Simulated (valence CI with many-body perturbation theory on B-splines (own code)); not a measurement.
# Au46+: key properties

Level of theory: configuration interaction combined with many-body perturbation theory (CI+MBPT): five valence electrons over a frozen Dirac-Fock core [Ar] 3d10, a basis of 9 s, 9 p, 8 d, 6 f, 3 g, 1 h functions for each j, with the one-electron correlation potential Σ1, the two-electron term Σ2, the three-electron term Σ3, Breit, model QED; selected CI, second order for the rest (own B-spline code, finite nucleus).

No measured spectrum was set against this ion. As an estimate, large intervals hold to a few tenths of a per cent, small ones and those within an open d or f shell to about a per cent. Among the levels kept, up to 360 cm⁻¹ of a level comes from second order outside the variational space, and about a tenth of that is noise between levels of different J, which matters for small intervals.

Levels are named by their leading jj configuration (3d3/2^4 stands for four electrons in 3d with j = 3/2), which in mixed levels can hold well under half, so a name can repeat and another be missing.

Rates and lifetimes use the calculated energies. Strong lines usually hold to 10 to 20 %, long lifetimes can be off by a factor of two.

(1) What is the ground level?

(2) Name the longest-lived excited levels whose lifetime is computed, and their main decay.

(3) What are the static dipole polarisabilities of the lowest levels?

(4) How well does LS coupling describe the low levels?

(5) Where does the other parity begin?

(6) Among levels below 471.78 eV, which E1 lines absorb most strongly from the ground level?

(7) What is the ionisation energy?

Results:

(1) (4s^2 4p1/2^2 4p3/2) J=3/2, composition 47 % 4s2 4p3 2P° + 27 % 4s2 4p3 2D° + 25 % 4s2 4p3 4S°, g = 1.355.

(2) (4s^2 4p1/2 4p3/2 4d5/2) J=9/2 at 335.10 eV lives 1.75 μs, mostly by E2 to (4s^2 4p1/2^2 4d5/2) J=5/2; (4s^2 4p1/2 4p3/2^2) J=5/2 at 134.65 eV lives 218 ns, mostly by M1 to (4s^2 4p1/2^2 4p3/2) J=3/2; (4s^2 4p1/2 4p3/2^2) J=1/2 at 142.22 eV lives 74.2 ns, mostly by M1 to (4s^2 4p1/2^2 4p3/2) J=3/2.

(3) (4s^2 4p1/2^2 4p3/2) J=3/2 0.0244 (tensor 0.0016) bohr³, of which the core gives 0.00150.

(4) Among the lowest 20 levels the leading LS term, summed over configurations, holds 54 % on average. For single configurations the figures are 53 % in LS and 95 % in jj coupling. Terms mix most in the J = 5/2 level at 207.04 eV, where the leading one holds 32 %.

(5) At (4s^2 4p1/2^2 4d3/2) J=3/2, 171.95 eV.

(6) to (4s^2 4p1/2 4p3/2 4d3/2) J=5/2 at 3.851 nm, f = 0.761; to (4s^2 4p1/2 4p3/2 4d3/2) J=3/2 at 3.832 nm, f = 0.653; to (4s 4p1/2^2 4p3/2^2) J=3/2 at 4.795 nm, f = 0.273.

(7) 2445.2 eV; NIST lists 2443 ± 4 eV (theoretical).
